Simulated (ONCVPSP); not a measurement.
# Varying the ONCV potential for molybdenum (Mo)

Base potential:

Mo (Z = 42), optimised norm-conserving Vanderbilt (ONCV), made with ONCVPSP 4.0.1 (Wu-Cohen, fully relativistic). Core [Kr], reference 4d5 5s0.5 (charge +0.5). Waves: 5s: rc 2.85 bohr, ncon 5, nbas 10, qcut 2.4 1/bohr, 1 projector; p scattering state at 0.29 Ha: rc 2.45 bohr, ncon 4, nbas 8, qcut 3.7 1/bohr, 1 projector; 4d: rc 2.25 bohr, ncon 3, nbas 7, qcut 6 1/bohr, 2 projectors, debl 2.7 Ha. Local part: polynomial inside 1.75 bohr (lpopt 3, dvloc0 3 Ha). Core correction: none.

Open shells are filled in proportion to 2j + 1.

All-electron outer shells of the reference configuration (Wu-Cohen, scalar-relativistic, ld1.x):

```tsv
shell	level (eV)	outermost node (bohr)	outermost maximum (bohr)
4p	-41.70	0.52	1.06
4d	-6.95	0.53	1.38
5s	-6.87	1.34	2.86
```

Cutoffs, loose and tight: the cutoffs (Ha) at which the residual kinetic energy of the hardest occupied pseudo-wave falls to 1 and 0.1 mHa per electron. They do not see the model core or the augmentation charge, which bear on the density cutoff. Test errors are all-electron minus pseudo excitation energies from the reference, over the configurations 4d5 5s1; 4d5 5s0; 4d4 5s0; 4d3 5s0. A dash means not determined; rows that change the core or the reference have their own tests.

| change | outcome | cutoff, loose | cutoff, tight | bound ghosts | GHOST(+) flags above zero | largest test error (meV) |
| --- | --- | --- | --- | --- | --- | --- |
| base | generated | 14 Ha | 16 Ha | none | none | -24 |
| core [Ar] 3d10, valence charge 14; reference 4s2 4p6 4d5 5s1; waves now 4s+5s: rc 1.90 bohr, ncon 4, nbas 9, qcut 5.1 1/bohr, 3 projectors, debl 1.3 Ha; 4p: rc 1.95 bohr, ncon 4, nbas 7, qcut 7.1 1/bohr, 3 projectors, debl 2.6 Ha; 4d: rc 2.25 bohr, ncon 4, nbas 9, qcut 7.3 1/bohr, 2 projectors, debl 2.5 Ha; local potential polynomial inside 1.60 bohr (lpopt 2, dvloc0 6 Ha) | generated | 17 Ha | 20 Ha | none | none | +16 |
| s: rc 3.32 | generated | 14 Ha | 16 Ha | none | s | -39 |
| s: qcut 1.9; p: qcut 2.9; d: qcut 4.7 | generated | 12 Ha | 38 Ha | none | s | +49 |
| d: nbas 6 | generated | 14 Ha | 16 Ha | none | none | -26 |
| p: rc 3.44 | generated, projector energies reset by the program | 14 Ha | 16 Ha | none | none | -24 |
| local potential polynomial inside 1.75 bohr (lpopt 3, dvloc0 6 Ha) | generated | 14 Ha | 16 Ha | none | none | -24 |

Task: What comes out with this change to the base: functional PBEsol?

Result: outcome: generated; cutoff, loose: 14 Ha; cutoff, tight: 16 Ha; bound ghosts: none; GHOST(+) flags above zero: none; largest test error (meV): +16.

Task: What comes out with this change to the base: d: nproj 1?

Result: outcome: generated; cutoff, loose: 14 Ha; cutoff, tight: 16 Ha; bound ghosts: none; GHOST(+) flags above zero: none; largest test error (meV): -67.

Task: What comes out with this change to the base: s: qcut 1.4?

Result: outcome: generated; cutoff, loose: 17 Ha; cutoff, tight: 34 Ha; bound ghosts: none; GHOST(+) flags above zero: s; largest test error (meV): -51.
